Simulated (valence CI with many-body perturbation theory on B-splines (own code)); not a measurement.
**Level structure of Ni XXIV**

Computed by configuration interaction combined with many-body perturbation theory (CI+MBPT): three valence electrons over a frozen Dirac-Fock core [He], a basis of 11 s, 11 p, 10 d, 8 f, 5 g, 2 h functions for each j, with the one-electron correlation potential Σ1 (screened to all orders), the two-electron term Σ2, the three-electron term Σ3, Breit, model QED; selected single and double excitations, second order for the rest, scaled by the run's own slope (own B-spline code, finite nucleus).

No measured levels were compared; by estimate levels of excited configurations hold to 0.05 to 0.15 % of their energy, terms of the ground configuration to about 0.5 %.

Levels 136 to 180 of 206, with energies above the lowest level, (2s^2 2p1/2) J=1/2. "Leading %" is the weight of the configuration and term that name the level; weights of strongly mixed levels are sums over their largest components and can fall short. In the jj column 3d3/2^4 stands for four electrons in 3d with j = 3/2. Lifetimes count E1, E2, E3, M1 and M2 decay at the calculated energies, and are blank where another channel may lead or the interval is too uncertain; long ones can be off by a factor of two.

```tsv
No.	Configuration	Term	J	E (eV)	Leading %	Lifetime	Second component	Leading jj
136	2s 2p 4p	4D	1/2	1670.6	72	417 fs	20 % 2s 2p 4p 2P	2s 2p1/2 4p1/2 (99 %)
137	2s 2p 4p	4D	3/2	1673.9	66	686 fs	21 % 2s 2p 4p 4P	2s 2p1/2 4p3/2 (80 %)
138	2s 2p 4p	2P	3/2	1675.5	34	262 fs	19 % 2s 2p 4p 4S	2s 2p1/2 4p1/2 (65 %)
139	2s 2p 4p	4P	1/2	1678.0	81	685 fs	12 % 2s 2p 4p 2S	2s 2p1/2 4p1/2 (72 %)
140	2s 2p 4p	4D	5/2	1678.6	66	713 fs	20 % 2s 2p 4p 4P	2s 2p1/2 4p3/2 (81 %)
141	2s 2p 4p	2P	1/2	1678.8	59	163 fs	20 % 2s 2p 4p 4D	2s 2p1/2 4p3/2 (71 %)
142	2s 2p 4p	2D	3/2	1680.1	57	202 fs	20 % 2s 2p 4p 4S	2s 2p1/2 4p3/2 (82 %)
143	2s 2p 4d	4F°	3/2	1680.8	74	212 fs	11 % 2s 2p 4d 4D°	2s 2p1/2 4d3/2 (97 %)
144	2s 2p 4s	4P°	5/2	1681.5	75	188 fs	9 % 2s 2p 4d 4P°	2s 2p3/2 4s (75 %)
145	2s 2p 4d	4F°	5/2	1682.7	42	165 fs	22 % 2s 2p 4d 4D°	2s 2p1/2 4d5/2 (64 %)
146	2s 2p 4s	2P°	3/2	1684.9	87	403 fs	12 % 2s 2p 4s 4P°	2s 2p3/2 4s (99 %)
147	2s 2p 4d	4F°	5/2	1685.8	32	174 fs	28 % 2s 2p 4d 4P°	2s 2p1/2 4d3/2 (58 %)
148	2s 2p 4d	4F°	7/2	1686.8	58	121 fs	30 % 2s 2p 4d 4D°	2s 2p1/2 4d5/2 (81 %)
149	2s 2p 4f	4G	5/2	1686.9	47	209 fs	21 % 2s 2p 4f 4F	2s 2p1/2 4f5/2 (100 %)
150	2s 2p 4d	4D°	3/2	1686.9	48	84.1 fs	28 % 2s 2p 4d 4P°	2s 2p1/2 4d3/2 (54 %)
151	2s 2p 4f	4F	7/2	1687.3	29	212 fs	23 % 2s 2p 4f 4D	2s 2p1/2 4f7/2 (99 %)
152	2s 2p 4d	4D°	1/2	1687.3	78	67.5 fs	13 % 2s 2p 4d 2P°	2s 2p1/2 4d3/2 (82 %)
153	2s 2p 4d	2D°	3/2	1689.0	48	114 fs	36 % 2s 2p 4d 2P°	2s 2p1/2 4d5/2 (51 %)
154	2s 2p 4d	2F°	5/2	1689.7	62	89.8 fs	17 % 2s 2p 4d 4P°	2s 2p1/2 4d5/2 (70 %)
155	2s 2p 4f	4F	3/2	1691.6	69	209 fs	16 % 2s 2p 4f 2D	2s 2p1/2 4f5/2 (82 %)
156	2s 2p 4f	4G	7/2	1691.7	44	209 fs	32 % 2s 2p 4f 2F	2s 2p1/2 4f5/2 (82 %)
157	2s 2p 4f	4F	5/2	1691.8	33	209 fs	31 % 2s 2p 4f 4D	2s 2p1/2 4f7/2 (51 %)
158	2s 2p 4f	4G	9/2	1691.9	43	212 fs	40 % 2s 2p 4f 4F	2s 2p1/2 4f7/2 (83 %)
159	2s 2p 4f	2D	5/2	1692.5	42	214 fs	32 % 2s 2p 4f 4G	2s 2p1/2 4f5/2 (49 %)
160	2s 2p 4p	4P	3/2	1692.7	43	368 fs	22 % 2s 2p 4p 2P	2s 2p3/2 4p1/2 (96 %)
161	2s 2p 4f	2G	7/2	1692.7	43	216 fs	38 % 2s 2p 4f 4D	2s 2p1/2 4f7/2 (82 %)
162	2s 2p 4p	4P	5/2	1693.2	45	401 fs	30 % 2s 2p 4p 4D	2s 2p3/2 4p1/2 (85 %)
163	2s 2p 4p	4D	7/2	1693.5	99	840 fs		2s 2p3/2 4p3/2 (99 %)
164	2s 2p 4p	2P	3/2	1694.7	42	253 fs	37 % 2s 2p 4p 4S	2s 2p3/2 4p3/2 (96 %)
165	2s 2p 4p	2D	5/2	1696.7	67	206 fs	33 % 2s 2p 4p 4P	2s 2p3/2 4p3/2 (90 %)
166	2s 2p 4p	2S	1/2	1698.0	68	173 fs	19 % 2s 2p 4p 2P	2s 2p3/2 4p3/2 (97 %)
167	2s 2p 4d	4F°	9/2	1701.3	100	413 fs		2s 2p3/2 4d5/2 (100 %)
168	2s 2p 4d	4D°	7/2	1702.3	60	93.8 fs	38 % 2s 2p 4d 4F°	2s 2p3/2 4d5/2 (51 %)
169	2s 2p 4d	4D°	5/2	1702.6	54	85.0 fs	16 % 2s 2p 4d 4P°	2s 2p3/2 4d3/2 (94 %)
170	2s 2p 4d	4P°	3/2	1703.1	58	85.1 fs	37 % 2s 2p 4d 4D°	2s 2p3/2 4d3/2 (93 %)
171	2s 2p 4d	4P°	1/2	1703.3	90	96.5 fs	10 % 2s 2p 4d 4D°	2s 2p3/2 4d3/2 (97 %)
172	2s 2p 4d	2D°	5/2	1704.3	50	103 fs	21 % 2s 2p 4d 2F°	2s 2p3/2 4d5/2 (93 %)
173	2s 2p 4d	2P°	3/2	1705.7	52	105 fs	32 % 2s 2p 4d 2D°	2s 2p3/2 4d5/2 (91 %)
174	2s 2p 4d	2F°	7/2	1706.8	89	70.1 fs	9 % 2s 2p 4d 4D°	2s 2p3/2 4d5/2 (50 %)
175	2s 2p 4f	4F	7/2	1707.6	45	209 fs	26 % 2s 2p 4f 4G	2s 2p3/2 4f5/2 (96 %)
176	2s 2p 4f	4F	9/2	1707.7	53	209 fs	46 % 2s 2p 4f 4G	2s 2p3/2 4f7/2 (70 %)
177	2s 2p 4d	2P°	1/2	1707.8	89	87.0 fs	9 % 2s 2p 4d 4D°	2s 2p3/2 4d5/2 (96 %)
178	2s 2p 4f	4F	5/2	1707.9	43	209 fs	27 % 2s 2p 4f 4D	2s 2p3/2 4f5/2 (100 %)
179	2s 2p 4f	2F	7/2	1708.2	44	212 fs	24 % 2s 2p 4f 4D	2s 2p3/2 4f7/2 (96 %)
180	2s 2p 4f	4G	11/2	1708.3	100	209 fs		2s 2p3/2 4f7/2 (100 %)
```

Where two levels of one J and parity lie close, their mixing, g and order are uncertain.
